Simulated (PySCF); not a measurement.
Rh⁺: excitation energy

Rh⁺ [Kr] 4d8 (3F) → Rh⁺ [Kr] 4d7 5s1 (5F), as a difference of total energies. Computed with PySCF 2.14 in aug-cc-pwCVDZ-PP with ECP28MDF, with scalar relativity through the core potential. Correlated levels: valence and next inner shell: nothing frozen outside the core potential. The calculations carry no spin-orbit coupling.

```json
{"method": "UHF", "excitation energy (cm⁻¹)": "10417", "error (cm⁻¹)": "-6727"}
{"method": "MP2 (valence and next inner shell)", "excitation energy (cm⁻¹)": "14401", "error (cm⁻¹)": "-2744"}
{"method": "SCS-MP2 (valence and next inner shell)", "excitation energy (cm⁻¹)": "15798", "error (cm⁻¹)": "-1346"}
{"method": "CCSD (valence and next inner shell)", "excitation energy (cm⁻¹)": "13333", "error (cm⁻¹)": "-3812"}
{"method": "CCSD(T) (valence and next inner shell)", "excitation energy (cm⁻¹)": "13634", "error (cm⁻¹)": "-3510"}
```

Reference: 17145 cm⁻¹ (measured; NIST levels, between the centres of gravity of the two terms).

Errors of the correlated levels include the incompleteness of this basis.
